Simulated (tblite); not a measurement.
Species: C₃H₁₁FGeSi.
SMILES with atom numbers: `[CH3:1][CH2:2][Si@H:3]([F:4])[GeH2:5][CH3:6]` (hydrogens: H7, H8, H9 on C1; H10, H11 on C2; H12 on Si3; H13, H14 on Ge5; H15, H16, H17 on C6)

Computed with GFN2-xTB (tblite), gas phase: L-BFGS steps from a force-field or distance-geometry start until the largest atomic force falls under 0.01 eV/Å.

At the end of the run (lengths in Å): Si3–F4 1.621, Ge5–H14 1.508, Ge5–H13 1.511, Si3–Ge5 2.339, Ge5–C6 1.975, C6–H17 1.087, C6–H16 1.088, Si3–Ge5–C6 115.0°, C2–Si3–F4 106.3°, C2–Si3–Ge5 112.0°, C1–C2–Si3 112.0°, C1–C2–Si3–F4 176°, C2–Si3–Ge5–C6 50°, H12–Si3–C2–C1 -73°, H10–C2–Si3–F4 55°.

Task: These geometries were met on the way; a selection of coordinates is given. Order them by energy above the end point, lowest first.
A. Si3–F4 1.620, Ge5–H14 1.503, Ge5–H13 1.500, Si3–Ge5 2.313, Ge5–C6 1.960, C6–H17 1.086, C6–H16 1.088, Si3–Ge5–C6 111.5°, C2–Si3–F4 107.4°, C2–Si3–Ge5 109.8°, C1–C2–Si3 109.5°, C1–C2–Si3–F4 -178°, C2–Si3–Ge5–C6 49°, H12–Si3–C2–C1 -64°, H10–C2–Si3–F4 61°
B. Si3–F4 1.622, Ge5–H14 1.496, Ge5–H13 1.497, Si3–Ge5 2.297, Ge5–C6 1.953, C6–H17 1.088, C6–H16 1.090, Si3–Ge5–C6 110.5°, C2–Si3–F4 107.8°, C2–Si3–Ge5 110.0°, C1–C2–Si3 110.4°, C1–C2–Si3–F4 -177°, C2–Si3–Ge5–C6 51°, H12–Si3–C2–C1 -62°, H10–C2–Si3–F4 62°
C. Si3–F4 1.683, Ge5–H14 1.561, Ge5–H13 1.555, Si3–Ge5 2.307, Ge5–C6 1.935, C6–H17 1.118, C6–H16 1.118, Si3–Ge5–C6 108.7°, C2–Si3–F4 109.6°, C2–Si3–Ge5 110.1°, C1–C2–Si3 111.4°, C1–C2–Si3–F4 -177°, C2–Si3–Ge5–C6 53°, H12–Si3–C2–C1 -59°, H10–C2–Si3–F4 63°
D. Si3–F4 1.649, Ge5–H14 1.543, Ge5–H13 1.544, Si3–Ge5 2.311, Ge5–C6 1.959, C6–H17 1.094, C6–H16 1.100, Si3–Ge5–C6 108.7°, C2–Si3–F4 109.2°, C2–Si3–Ge5 109.6°, C1–C2–Si3 111.0°, C1–C2–Si3–F4 -177°, C2–Si3–Ge5–C6 53°, H12–Si3–C2–C1 -58°, H10–C2–Si3–F4 63°
E. Si3–F4 1.611, Ge5–H14 1.512, Ge5–H13 1.522, Si3–Ge5 2.313, Ge5–C6 1.974, C6–H17 1.078, C6–H16 1.084, Si3–Ge5–C6 108.9°, C2–Si3–F4 109.0°, C2–Si3–Ge5 109.3°, C1–C2–Si3 111.3°, C1–C2–Si3–F4 -177°, C2–Si3–Ge5–C6 53°, H12–Si3–C2–C1 -58°, H10–C2–Si3–F4 62°

Result: A (0.027 eV), B (0.048 eV), E (0.106 eV), D (0.181 eV), C (0.310 eV).

| step | E above end (eV) | rms distance from the end, all atoms (Å) | largest force (eV/Å) | rms shift of all bonds from the end (Å) |
| --- | --- | --- | --- | --- |
| 8 | 0.027 | 0.121 | 0.213 | 0.008 |
| 6 | 0.048 | 0.128 | 0.442 | 0.013 |
| 3 | 0.106 | 0.141 | 0.522 | 0.008 |
| 1 | 0.181 | 0.147 | 0.807 | 0.018 |
| 0 | 0.310 | 0.150 | 1.406 | 0.033 |

Rows stand in the order of the answer.
